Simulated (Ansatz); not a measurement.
`[CH3][V](=[NH])([OH])[F]` + H–F → `[CH3][V](=[NH])([F])[F]` + H₂O at 500 K and 1 bar (ligand exchange at a V–O bond).

Program: Ansatz. Geometries: PBE0-D4/def2-TZVP. ΔE: electronic, gas phase. CCSD(T)/CBS is the MP2 limit (def2-TZVPP, def2-QZVPP) plus CCSD(T) − MP2 in def2-TZVPP, frozen cores. This one scheme is used for every species. For V outer-core shells are correlated without core-valence functions, which leaves a few kJ/mol of doubt a bond. Scalar relativity is left out up to krypton. One conformer a species, not always the lowest.

```csv
species,CCSD(T)/CBS energy (Eh),H − E (kJ/mol),S (J/(mol·K))
`[CH3][V](=[NH])([OH])[F]`,-1214.26383,221.3,426.2
H–F,-100.39570,39.4,188.7
`[CH3][V](=[NH])([F])[F]`,-1238.29538,188.8,412.5
H₂O,-76.37941,73.2,206.3
```

H − E and S are ideal-gas, rigid-rotor, harmonic terms from PBE0-D4/def2-TZVP, for one conformer and one mirror image of each species. 1 Eh = 2625.50 kJ/mol, R = 8.31446 J/(mol·K).

Question: By hand: ΔE, ΔH, ΔS and ΔG.

Answer: ΔE = (-1238.29538) + (-76.37941) − (-1214.26383) − (-100.39570) = -0.01526 Eh = -40.1 kJ/mol. Δ(H − E) = 188.8 + 73.2 − 221.3 − 39.4 = 1.3, so ΔH = -38.8 kJ/mol. ΔS = 412.5 + 206.3 − 426.2 − 188.7 = 3.9 J/(mol·K). ΔG = -38.8 − 500 × (3.9)/1000 = -40.8 kJ/mol.

Question: By hand: the equilibrium constant, and the temperature at which ΔG would vanish if ΔH and ΔS stayed fixed.

Answer: log₁₀ K = −ΔG/(RT ln 10) = 4.3. ΔH and −TΔS have one sign here, so there is no such temperature.

The number of gas molecules stays the same, so ΔS is small and ΔH decides. A doubt of 5 kJ/mol in ΔE shifts log₁₀ K by 0.5 here. Other conformers and mirror images would add mixing entropy, several J/(mol·K) or more a flexible species. These are equilibria of isolated gas molecules and say nothing of rates. Largest T1 diagnostic: 0.031 (customary marks: 0.02 for closed shells, 0.045 for open ones).

ΔS is within the doubt of such terms, so its sign, and with it that verdict, could turn.
